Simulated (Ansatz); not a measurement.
Cost and result for the atomization energy of CH$_{4}$ClNSSi (9 atoms, 8 bonds).

Z-matrix (Å, degrees):
```
Si
Cl 1 2.074
C 1 1.856 2 106.5
S 1 2.013 2 120.5 3 -88.7
H 1 1.479 2 105.2 3 124.4
N 3 1.318 1 124.0 2 -18.0
H 3 1.085 1 119.8 2 169.7
H 6 1.007 3 121.9 1 -154.1
H 6 1.010 3 119.1 1 8.5
```

The species carries charge 0 and has multiplicity 1. The bonds changed during the relaxation, so this is another structure than the one it started from. All single points use the PBE0-D4/def2-TZVP geometry. It is one conformer, not always the lowest. Program: Ansatz. All runs use 4 threads of a server CPU on a shared host. Times are those of one run each, without the atoms' runs, and a repeat can differ threefold. Electronic energies, without spin–orbit coupling; frozen cores. CCSD(T)/CBS adds CCSD(T) − MP2 in def2-TZVPP to the MP2 limit, and its time is that of the two runs behind it. T1 = 0.018. B3LYP takes the VWN-RPA correlation (the form of Gaussian; ORCA's B3LYP/G). HSE06 is the plane-wave form, built on full-range PBE exchange.

CCSD(T)/CBS is a level of theory with its own doubt, some kJ/mol a heavy atom from the limit and from the frozen cores, so smaller differences don't rank the functionals.

```csv
level,functions,wall time,atomization (kJ/mol),difference from CCSD(T)/CBS,per bond
PBE0-D4/def2-TZVPP,244,1.6 s,3137.9,26.4,3.3
BHLYP-D4/def2-TZVPP,244,1.8 s,3001.6,-109.9,-13.7
HSE06-D4/def2-TZVPP,244,1.9 s,3141.5,30.0,3.7
CCSD(T)/def2-SVP,102,2 s,2845.9,-265.6,-33.2
r2SCAN-D4/def2-TZVPP (with forces),244,2.4 s,3143.6,32.1,4.0
B3LYP-D4/def2-TZVPP (with forces),244,2.5 s,3116.5,5.0,0.6
PBE-QIDH/def2-TZVPP,244,2.8 s,3090.4,-21.1,-2.6
B97M-V/def2-TZVPP,244,3.6 s,3155.8,44.3,5.5
ωB97X-V/def2-TZVPP,244,3.7 s,3129.0,17.5,2.2
ωB97M-V/def2-TZVPP (with forces),244,5.5 s,3133.6,22.1,2.8
MP2/def2-QZVPP,444,9.5 s,3132.3,20.8,2.6
CCSD(T)/def2-TZVPP,244,47 s,2995.3,-116.2,-14.5
CCSD(T)/CBS(def2),–,56 s,3111.5,0.0,0.0
```

From BLYP to BHLYP (50 % exact exchange), in def2-TZVPP and without D4, the atomization energy moves by −104.8 kJ/mol: exact exchange takes away binding that semilocal exchange gives to molecules. At CCSD(T), def2-SVP lies −265.7 kJ/mol from the extrapolated value and def2-TZVPP −116.2 kJ/mol: correlation converges slowly with the basis, and small sets miss more of it in the bonded molecule than in its fragments. The D4 term adds +44.5 kJ/mol with B3LYP and +23.2 kJ/mol with PBE0; it sums over pairs of atoms, weighted by their polarisabilities, and B3LYP, whose exchange is more repulsive, gets the larger term.
